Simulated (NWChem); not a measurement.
# Ionisation of BiF₃

```
Bi
F 1 2.0273
F 1 2.0273 2 96.09
F 1 2.0273 2 96.09 3 -96.81
```
Charge 0, spin multiplicity 1.

Program: NWChem. The geometry was optimised at B3LYP/def2-SVP with def2 effective core potentials on Bi, a minimum by its harmonic frequencies.

Basis set: def2-TZVP. −ε marks an orbital energy of the parent.

Effective core potentials replace the inner electrons of Bi; spin-orbit coupling is left out. B3LYP has NWChem's definition, with VWN1-RPA local correlation. The structure started from a generated list of species.

For the first vertical ionisation energy, −ε(HOMO) of PBE gives 8.58 eV and −ε(HOMO) of HF gives 13.68 eV. What do −ε(HOMO) of B3LYP, −ε(HOMO) of PBE0, −ε(HOMO) of BLYP give?

−ε(HOMO) of B3LYP: 9.94 eV; −ε(HOMO) of PBE0: 10.15 eV; −ε(HOMO) of BLYP: 8.50 eV.
